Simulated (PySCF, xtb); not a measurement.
C2H5ClOSi, SMILES C=C[Si@H](O)Cl. Other conformers were not sampled.

Harmonic wavenumbers (cm⁻¹) from GFN2-xTB run with xtb at its own minimum, in rising order: 52, 130, 168, 206, 239, 353, 470, 508, 638, 653, 709, 786, 910, 925, 1013, 1033, 1281, 1419, 1666, 2343, 3041, 3079, 3101, 3657.

What does PBE0-D3(BJ)/def2-SVP (PySCF) give at its own minimum? (Estimate from the structure and the level; the computed values follow.)

83, 152, 193, 254, 295, 395, 516, 564, 691, 778, 823, 873, 922, 1004, 1006, 1043, 1269, 1414, 1684, 2298, 3142, 3173, 3241, 3926. Paired by order, the mean absolute difference is 63 cm⁻¹ and the zero-point energies are 40.6 and 42.5 kcal/mol.
